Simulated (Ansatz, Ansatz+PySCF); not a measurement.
```xyz
18

C     1.4955   -0.0268    0.2073
C     0.7609    1.2881   -0.1986
C    -0.7535    1.2876    0.1925
C    -1.4902   -0.0188   -0.1948
C    -0.6903   -1.2907    0.2146
C     0.7484   -1.3076   -0.2472
H     1.4872   -0.0099    1.2976
H     2.4339    0.0102   -0.2051
H     0.7794    1.2875   -1.2896
H     1.2046    2.1798    0.1739
H    -1.2614    2.1629   -0.1374
H    -0.7373    1.2911    1.2972
H    -1.4983    0.0148   -1.2837
H    -2.4222   -0.0003    0.1718
H    -1.1911   -2.1313   -0.1549
H    -0.8015   -1.2916    1.3146
H     1.2654   -2.1055    0.1940
H     0.7890   -1.3131   -1.3599
```

Basis set: def2-SVP (spherical functions). Frozen core: 6 orbitals. Charge 0, multiplicity 1.

Computed with Ansatz (development build ahead of 0.2.0); each method stands on the lowest determinant of its kind that the runs found. Restricted open shells among the atoms or ions are ROHF, correlated in semicanonical orbitals with singles.

Q: Give the atomization energy at this shape (free ground-state atoms in the same class of orbitals less the molecule, no zero-point energy) of singlet C6H12 by RHF-MP2, RHF.

A:

```
 method  atomization energy
RHF-MP2    1697.99 kcal/mol
    RHF    1364.56 kcal/mol
```

Caution: no unrestricted run beside it, a lower state can exist; the shape is not the minimum.
